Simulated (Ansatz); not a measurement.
Saddle point of SiNH5BrF, closed shell (SiNH₄F ([NH2][SiH2][F]) + HBr → SiNH₄Br ([NH2][SiH2][Br]) + HF; bonds formed: Si1–Br7, F2–H6; bonds broken: Si1–F2, H6–Br7), PBE0-D4/def2-TZVP structure:

```tsv
atom	x (Å)	y (Å)	z (Å)
Si1	-0.4666	0.1801	-0.1020
F2	0.9498	-0.7806	-0.8969
H3	-1.4178	-0.3670	-1.0833
H4	-0.9179	1.4919	0.4120
N5	-0.1829	-0.6378	1.3501
H6	1.2388	0.0987	-1.5137
Br7	0.9103	1.7481	-1.8362
H8	0.2535	-1.5394	1.4373
H9	-0.3671	-0.1942	2.2327
```

Energies are electronic, without zero-point energy. Barriers and step energies count from the start structure reached by relaxing down the imaginary mode; all methods use the PBE0-D4 structures, on which another method's saddle can fall below an end. Program: Ansatz 0.2.0. Basis: def2-TZVPP, with def2-QZVPP for the basis limit. Cores are frozen in the correlated methods. Filled d shells of the heavier atoms are correlated. The def2 sets are not built for correlating such inner shells, so the correlated values are less sure here. B3LYP uses VWN-RPA correlation. Extrapolation: Hartree–Fock as exp(−7.88 √X), correlation as X^−2.97.

```tsv
method	barrier (kJ/mol)	step energy (kJ/mol)
SPW92	90.8	25.7
PBE-D4	?	25.5
BLYP-D4	139.5	39.0
r2SCAN-D4	133.2	35.5
B97M-V	158.1	45.3
PBE0-D4	135.2	27.3
B3LYP-D4	150.9	40.1
r2SCAN0-D4	143.5	34.5
BHLYP-D4	169.4	43.4
CAM-B3LYP-D4	?	47.2
wB97X-V	?	39.2
wB97M-V	145.8	37.4
B2PLYP	156.8	42.9
PBE-QIDH	148.5	32.1
RPA on PBE	161.7	46.0
HF	217.7	55.0
MP2	152.3	36.0
CCSD	171.9	44.0
CCSD(T)	161.1	41.1
```

Fill in the withheld barriers. (Judge from chemistry; the value comes from the calculation.)

By the calculation: PBE-D4 118.6; wB97X-V 153.2; CAM-B3LYP-D4 156.8 kJ/mol. Each is the energy of the saddle less that of the start structure, by the same method.

For comparison, the barrier by CCSD(T) at an estimated basis limit (MP2 extrapolated from triple and quadruple zeta, plus CCSD(T) − MP2 in triple zeta) is 155.5 kJ/mol.

No T1 diagnostic of these runs exceeds 0.010.

Labels in which every atom is bracketed show which atoms are joined, not bond orders.

For scale, one of the runs: CCSD(T)/def2-TZVPP, 222 basis functions, launched by `ansatz run in.yaml --threads 4 --pin off --events-out ev --progress --plain --max-ram 9574MiB`. Time: 2 min of wall clock on 4 CPU threads of an Arm Neoverse V1; the host was shared. Peak host memory: 3.6 GiB.
